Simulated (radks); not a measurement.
Results of a calculation; reference values are marked as such.
Problem. These are the eigenvalues of the occupied orbitals of an atom or ion with whole-number occupations (eV). Level of theory: scalar-relativistic Kohn-Sham, PBE, spin-polarised, spherical densities, finite nucleus; Fermi nuclear charge, rms radius of each element as measured or else 0.836 A^(1/3) + 0.57 fm (a radial shooting solver on a logarithmic mesh with Libxc functionals).

| orbital | eigenvalue |
|---|---|
| 1s up | -30141.62 |
| 1s down | -30141.51 |
| 2s up | -5494.310 |
| 2s down | -5479.731 |
| 2p up | -5050.708 |
| 2p down | -5039.745 |
| 3s up | -1824.216 |
| 3s down | -1807.572 |
| 3p up | -1680.665 |
| 3p down | -1663.461 |
| 3d up | -1478.959 |

Which element is it, and in what charge state? The configuration may be excited. Open shells, if any, are filled with parallel spins first.

Solution. Z = 50, tin, charge +27: Sn27+ in [Ar] 3d5. The list shows which subshells hold electrons but not how many an open one holds; the 1s level, -1107.7 hartree, gives Z - s = 47.1 by -(Z - s)^2/2, which with screening and relativity narrows Z to a few neighbours, and the depths of the outer levels then fix element, charge and occupations together.
